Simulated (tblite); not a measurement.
Species: C4H15N3Si.
Bonds: C1–Si2, Si2–N3, N3–C4, C4–C5, C5–N6, C4–C7, C7–N8. Hydrogens: H9, H10, H11 on C1; H12, H13 on Si2; H14 on N3; H15 on C4; H16, H17 on C5; H18, H19 on N6; H20, H21 on C7; H22, H23 on N8.

Computed with GFN2-xTB (tblite), gas phase: L-BFGS steps from a force-field or distance-geometry start until the largest atomic force falls under 0.01 eV/Å.

Step 138: E = -726.5831 eV
```
atom  x, y, z in Å  |  force x, y, z in eV/Å
C1      3.3193   -0.2384    0.4236   -0.009  -0.008  -0.018
Si2     1.8725   -0.5569   -0.7589    0.005  -0.016   0.001
N3      0.4649   -0.0787    0.0948   -0.002   0.048   0.021
C4     -0.8407    0.0705   -0.4979    0.002  -0.003  -0.004
C5     -1.6951   -1.1912   -0.2936    0.000   0.003  -0.003
N6     -1.8324   -1.4944    1.1244    0.016   0.002   0.001
C7     -1.5086    1.3264    0.0802    0.002  -0.010   0.011
N8     -0.7685    2.4994   -0.3548   -0.025   0.005  -0.004
H9      4.2406   -0.6449    0.0215   -0.005  -0.003  -0.028
H10     3.1585   -0.6948    1.3945   -0.004  -0.016   0.022
H11     3.4729    0.8243    0.5791    0.007   0.017   0.024
H12     1.9436    0.3145   -1.9385    0.005  -0.014   0.004
H13     1.9087   -1.9645   -1.2050    0.002   0.007  -0.013
H14     0.3712   -0.3412    1.0667   -0.005  -0.020  -0.008
H15    -0.7106    0.2282   -1.5716    0.016  -0.006  -0.009
H16    -2.6598   -1.0584   -0.8110   -0.003   0.000   0.012
H17    -1.1701   -2.0281   -0.7619    0.000  -0.003   0.016
H18    -2.2601   -2.4045    1.2519    0.006  -0.005  -0.023
H19    -2.4329   -0.8113    1.5737   -0.003   0.009  -0.008
H20    -2.5338    1.4140   -0.2969    0.023  -0.006   0.024
H21    -1.5448    1.2254    1.1783   -0.014   0.018  -0.005
H22     0.2242    2.3270   -0.2227   -0.017  -0.016   0.010
H23    -1.0241    3.3044    0.2072    0.003   0.017  -0.023
```

Step 139: E = -726.5834 eV
```
atom  x, y, z in Å  |  force x, y, z in eV/Å
C1      3.3204   -0.2412    0.4220   -0.005  -0.007   0.000
Si2     1.8726   -0.5585   -0.7585   -0.012  -0.006  -0.014
N3      0.4661   -0.0758    0.0953    0.016   0.038   0.030
C4     -0.8395    0.0719   -0.4972    0.003  -0.009  -0.003
C5     -1.6927   -1.1909   -0.2931   -0.003  -0.008  -0.005
N6     -1.8322   -1.4932    1.1253    0.001   0.007  -0.008
C7     -1.5095    1.3268    0.0806    0.004  -0.003   0.005
N8     -0.7718    2.5013   -0.3540   -0.025   0.012  -0.002
H9      4.2412   -0.6476    0.0175   -0.012   0.013  -0.020
H10     3.1607   -0.7003    1.3922    0.000  -0.014   0.015
H11     3.4724    0.8217    0.5812    0.014  -0.002   0.015
H12     1.9454    0.3125   -1.9392    0.003  -0.023   0.014
H13     1.9069   -1.9669   -1.2043    0.000   0.015  -0.010
H14     0.3739   -0.3357    1.0684   -0.007  -0.017  -0.022
H15    -0.7081    0.2286   -1.5710    0.008  -0.002  -0.005
H16    -2.6567   -1.0612   -0.8129    0.000   0.007   0.020
H17    -1.1664   -2.0280   -0.7601    0.003   0.004   0.023
H18    -2.2597   -2.4037    1.2516    0.011  -0.009  -0.022
H19    -2.4366   -0.8118    1.5725    0.007   0.009  -0.013
H20    -2.5339    1.4135   -0.2987    0.014  -0.012   0.030
H21    -1.5466    1.2261    1.1788   -0.015   0.015  -0.012
H22     0.2209    2.3325   -0.2193   -0.012  -0.016   0.011
H23    -1.0319    3.3068    0.2057    0.007   0.008  -0.027
```

Step 140: E = -726.5838 eV
```
atom  x, y, z in Å  |  force x, y, z in eV/Å
C1      3.3225   -0.2449    0.4197   -0.001  -0.007   0.014
Si2     1.8718   -0.5627   -0.7558   -0.027   0.000  -0.024
N3      0.4674   -0.0703    0.0973    0.028   0.024   0.038
C4     -0.8383    0.0747   -0.4960    0.007  -0.010   0.000
C5     -1.6898   -1.1895   -0.2938   -0.002  -0.012  -0.006
N6     -1.8300   -1.4941    1.1241   -0.011   0.002  -0.008
C7     -1.5116    1.3279    0.0817    0.006   0.009  -0.004
N8     -0.7771    2.5044   -0.3530   -0.016   0.019   0.003
H9      4.2414   -0.6532    0.0125   -0.013   0.021  -0.015
H10     3.1651   -0.7024    1.3911    0.001  -0.021   0.017
H11     3.4749    0.8179    0.5787    0.021  -0.002   0.006
H12     1.9464    0.3045   -1.9396    0.001  -0.027   0.015
H13     1.9036   -1.9727   -1.1971   -0.005   0.019  -0.007
H14     0.3761   -0.3283    1.0713   -0.012  -0.012  -0.036
H15    -0.7045    0.2320   -1.5697   -0.001   0.001   0.001
H16    -2.6537   -1.0621   -0.8143   -0.001   0.016   0.020
H17    -1.1625   -2.0254   -0.7614    0.012   0.001   0.022
H18    -2.2567   -2.4056    1.2473    0.017  -0.008  -0.020
H19    -2.4378   -0.8153    1.5710    0.012   0.013  -0.013
H20    -2.5347    1.4131   -0.2995   -0.006  -0.019   0.028
H21    -1.5507    1.2284    1.1800   -0.011   0.008  -0.014
H22     0.2155    2.3395   -0.2139   -0.008  -0.012   0.010
H23    -1.0425    3.3111    0.2028    0.009  -0.004  -0.030
```

Step 141: E = -726.5843 eV
```
atom  x, y, z in Å  |  force x, y, z in eV/Å
C1      3.3258   -0.2510    0.4176    0.004   0.000   0.034
Si2     1.8709   -0.5652   -0.7532   -0.033   0.011  -0.022
N3      0.4691   -0.0626    0.0996    0.036   0.003   0.039
C4     -0.8369    0.0776   -0.4947    0.012  -0.005   0.006
C5     -1.6861   -1.1885   -0.2938    0.001  -0.014  -0.003
N6     -1.8296   -1.4934    1.1238   -0.021   0.002  -0.010
C7     -1.5147    1.3287    0.0824    0.006   0.021  -0.013
N8     -0.7842    2.5071   -0.3536    0.005   0.024   0.012
H9      4.2422   -0.6589    0.0039   -0.016   0.026  -0.006
H10     3.1733   -0.7104    1.3893    0.002  -0.024   0.002
H11     3.4795    0.8114    0.5800    0.021  -0.011  -0.004
H12     1.9475    0.3008   -1.9377    0.000  -0.031   0.013
H13     1.9001   -1.9763   -1.1916   -0.012   0.022  -0.006
H14     0.3790   -0.3183    1.0746   -0.017  -0.009  -0.042
H15    -0.7011    0.2349   -1.5684   -0.011   0.002   0.011
H16    -2.6491   -1.0642   -0.8165    0.001   0.021   0.018
H17    -1.1564   -2.0239   -0.7595    0.018   0.001   0.018
H18    -2.2539   -2.4067    1.2438    0.020  -0.005  -0.013
H19    -2.4426   -0.8176    1.5683    0.019   0.010  -0.015
H20    -2.5367    1.4113   -0.3002   -0.031  -0.025   0.019
H21    -1.5562    1.2311    1.1805    0.000   0.001  -0.011
H22     0.2086    2.3458   -0.2100   -0.008  -0.007   0.005
H23    -1.0535    3.3152    0.1985    0.005  -0.014  -0.031
```

**Question.** Estimate the geometry and energy of step 142. (The exact step hangs on the optimiser's Hessian estimate; all steps are aligned on step 141, rigid shifts and turns removed.)

**Answer.** E = -726.5848 eV, largest force 0.054 eV/Å
```
atom  x, y, z in Å  |  force x, y, z in eV/Å
C1      3.3300   -0.2591    0.4157    0.008   0.009   0.042
Si2     1.8691   -0.5674   -0.7496   -0.025   0.014  -0.001
N3      0.4710   -0.0531    0.1029    0.031  -0.014   0.028
C4     -0.8355    0.0809   -0.4932    0.015   0.003   0.012
C5     -1.6813   -1.1878   -0.2942    0.004  -0.008   0.003
N6     -1.8293   -1.4923    1.1229   -0.024  -0.003  -0.007
C7     -1.5187    1.3298    0.0828    0.004   0.026  -0.019
N8     -0.7925    2.5102   -0.3553    0.028   0.023   0.025
H9      4.2433   -0.6653   -0.0069   -0.020   0.024   0.003
H10     3.1845   -0.7217    1.3873    0.001  -0.027  -0.013
H11     3.4868    0.8026    0.5822    0.015  -0.014  -0.010
H12     1.9466    0.2972   -1.9339    0.003  -0.026  -0.003
H13     1.8948   -1.9796   -1.1853   -0.019   0.024  -0.006
H14     0.3815   -0.3057    1.0786   -0.022  -0.010  -0.036
H15    -0.6976    0.2387   -1.5667   -0.016   0.003   0.018
H16    -2.6433   -1.0669   -0.8194    0.002   0.024   0.011
H17    -1.1479   -2.0221   -0.7569    0.024  -0.003   0.010
H18    -2.2494   -2.4080    1.2404    0.020   0.003  -0.006
H19    -2.4480   -0.8191    1.5637    0.020   0.005  -0.012
H20    -2.5405    1.4086   -0.2997   -0.046  -0.028   0.005
H21    -1.5624    1.2339    1.1809    0.013  -0.002  -0.006
H22     0.2004    2.3532   -0.2057   -0.016  -0.002  -0.004
H23    -1.0667    3.3198    0.1925    0.000  -0.021  -0.031
```

The energy changes by -0.0006 eV. The first-order estimate −F·Δx gives -0.0008 eV and the mean of the old and new forces, exact on a quadratic surface, -0.0006 eV. The step makes an angle of 83° with the force vector and moves no atom by more than 0.016 Å.

What follows is the cost of the whole relaxation. On one thread, Arm Neoverse N1 (aarch64), no GPU (shared host), this took 3.2 s wall.
